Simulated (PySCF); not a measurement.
Ligand exchange on a metal centre used in film growth or etching (Mo F-OH). Gas-phase values, no solvent. One relaxed conformer stands for each flexible species; it need not be the lowest.

Method: PBE-D3(BJ)/def2-TZVP // TPSS-D3(BJ)/def2-SVP (PySCF). All candidates: neutral, multiplicity 1. 

The HOMO comes out as -7.74 eV and the HOMO–LUMO gap comes out as 3.39 eV. The LUMO comes out as -4.36 eV.

Question: Name which member has these values.
(A) [Mo(F)2(OH)4]
(B) [Mo(F)4(OH)2]
(C) [Mo(F)3(OH)3]
(D) [Mo(F)(OH)5]

Answer: A, [Mo(F)2(OH)4]. The others give [Mo(F)3(OH)3]: -8.17 eV, 3.30 eV, -4.87 eV; [Mo(F)4(OH)2]: -8.91 eV, 3.86 eV, -5.04 eV; [Mo(F)(OH)5]: -7.42 eV, 3.24 eV, -4.19 eV
